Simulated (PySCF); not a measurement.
C₃H₈N₂Si, SMILES C1=NC[Si@@]1(C)N. Heavy atoms are numbered as in [CH3:1][Si@:2]1([NH2:3])[CH:4]=[N:5][CH2:6]1. Hydrogens are named by the atom that carries them.

The structure is a stationary point at PBE0-D3(BJ)/def2-SVP. The structure was generated by enumeration; whether it is a known compound was not checked. One conformer was computed; it need not be the lowest.

These are PBE/def2-TZVP (PySCF) values and carry that method's errors.

ESP charges are fitted to the potential on shells at 1.4 to 2.0 van der Waals radii. Atomic charges (e), one atom of each kind:

```tsv
atom	ESP fit	meta-Löwdin	Löwdin
C1 (CH3)	-0.93	-0.61	-0.43
Si2	0.84	0.91	(withheld)
N3 (NH2)	-1.24	-0.71	(withheld)
C4 (CH)	-0.09	-0.24	-0.30
N5	-0.36	-0.21	0.11
C6 (CH2)	-0.10	-0.38	(withheld)
H on C1	0.24	0.14	(withheld)
H on N3	0.45	0.24	0.16
H on C4	0.10	0.11	(withheld)
H on C6	0.06	0.12	0.12
```

Problem. What belongs in the gaps? (The exact figures need the calculation; the answer reports its results.)

Solution. 
- Si2, Löwdin: 0.15
- N3 (NH2), Löwdin: -0.23
- C6 (CH2), Löwdin: -0.37
- H on C1, Löwdin: 0.14
- H on C4, Löwdin: 0.11

Computed Mayer and Wiberg (Löwdin basis) orders of the bonds:
```json
[
 {"bond": "C1–Si2", "Mayer": "0.98", "Wiberg": "1.17"},
 {"bond": "Si2–N3", "Mayer": "1.17", "Wiberg": "1.54"},
 {"bond": "Si2–C4", "Mayer": "0.91", "Wiberg": "1.02"},
 {"bond": "C4–N5", "Mayer": "1.92", "Wiberg": "2.25"},
 {"bond": "Si2–C6", "Mayer": "0.96", "Wiberg": "1.02"},
 {"bond": "N5–C6", "Mayer": "1.00", "Wiberg": "1.29"}
]
```
